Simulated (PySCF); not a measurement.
These compounds are isomers of formula C3H9F3OSi2.

A. SMILES FCC(F)(F)OC([SiH3])[SiH3]
B. `FC(F)O[C@@H]([SiH3])[C@@H](F)[SiH3]`
C. SMILES C(C)([SiH3])([SiH3])OC(F)(F)F

Spectrum 1. ¹³C{¹H} NMR (computed): δ 126.5 (CH), 96.1 (CH), 72.5 (CH).

Spectrum 2. ¹³C{¹H} NMR (computed): δ 129.1 (C), 86.1 (CH2), 55.7 (CH).

Spectrum 3. ¹³C{¹H} NMR (computed): δ 132.3 (C), 72.9 (C), 25.6 (CH3).

- NMR shieldings at PBE0/pcSseg-1/GIAO
- structure optimised with GFN2-xTB
- run in PySCF 2.14.0 with density-fitted response routines
- one computed conformer, equivalent nuclei averaged, non-relativistic, in vacuum

References, each an isolated molecule treated in the same way: TMS for ¹³C (σref 186.93). Splittings of carbon signals by F and P are missing where no couplings were computed. Shifts are as computed. Against solution values, carbons near 30 ppm lie about +3 ppm off and those near 130 ppm about +5 ppm. Of 1309 compounds with measured shifts, 239 miss one by over three times the rms of a fit or turn the order of signals round; such compounds aren't used in these exercises.

Question: Which spectrum belongs to which compound?

Answer: 1–B, 2–A, 3–C.

- Spectrum 1 (B): 3 ¹³C signals; δC 126.5 is an sp3 CH bonded to 2 F and O; δC 96.1 is an sp3 CH bonded to F and Si.
- Spectrum 2 (A): 3 ¹³C signals; δC 129.1 is a fully substituted sp3 carbon bonded to 2 F and O; δC 86.1 is an sp3 CH2 bonded to F.
- Spectrum 3 (C): 3 ¹³C signals; δC 132.3 is a CF3 carbon; δC 72.9 is a fully substituted sp3 carbon bonded to O and 2 Si.
